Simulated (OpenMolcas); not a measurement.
Nb3+ (d2) on a cation site of an ionic host was computed by SS-CASPT2, IPEA 0.25 Eh, imaginary shift 0.1 Eh with the d shell active (OpenMolcas, ANO-RCC-VTZP on the metal). Its lowest spin-free states, and all those of the highest spin:

| 2S+1 | Degeneracy | E (cm-1) |
| --- | --- | --- |
| 3 | 3 | 0 |
| 1 | 3 | 7410 |
| 1 | 2 | 7530 |
| 1 | 1 | 17450 |
| 3 | 3 | 24930 |
| 3 | 3 | 31670 |
| 1 | 3 | 33360 |
| 1 | 3 | 35180 |
| 3 | 1 | 51330 |
| 1 | 2 | 59260 |
| 1 | 1 | 69090 |

**Question.** Is the site octahedral, tetrahedral or cube-like, axial, or of lower symmetry?

**Answer.** The states with 2S+1 = 3 have orbital degeneracies 3, 3, 3, 1. Threefold states need a cubic site. For d2 at this spin an octahedron puts the threefold T1 below the threefold T2 and a tetrahedron or cube puts the single A2 below the threefold T2, so the site is octahedral. The run had Nb3+ with its 6 nearest fluoride ions at 2.082 Å, on the Y site of Cs2NaYF6 (a = 9.075 Å, distance in the model lattice 2.178 Å). The rest of the host is ab initio model potentials to 7.6 Å, with orthogonalisation functions on the cations behind the ligands, and point charges beyond; the distance is set by hand and nothing relaxes. Ligand basis ANO-RCC-VDZP.

Roots that are degenerate in the reference are averaged as groups; the widest CASPT2 spread within a group is 59 cm-1 (the 3-fold group of multiplicity 3 near 24900 cm-1 above the lowest state of its run). Shifts and gaps below about the spread of the groups concerned are not significant. Over all roots computed the reference weight is 0.72 to 0.73; a low but even weight reflects the number of correlated electrons. An orbital triplet at a regular site is open to Jahn-Teller coupling, which can distort the site and quench the lowest spin-orbit gaps and is left out. The least metal-like active orbital is 84 % on the metal (Löwdin) and no ligand orbital is active, so the numbers are rough. Ligand-to-metal charge-transfer states are missing. With no ligand orbital active B as a rule stays too high, so bands that hang on it stand too high and its fall with covalency is understated. With one d shell and no ligand orbital active, 10Dq can be off by a tenth or more. No measured value stands beside these numbers; the geometry was set by hand and not optimised.
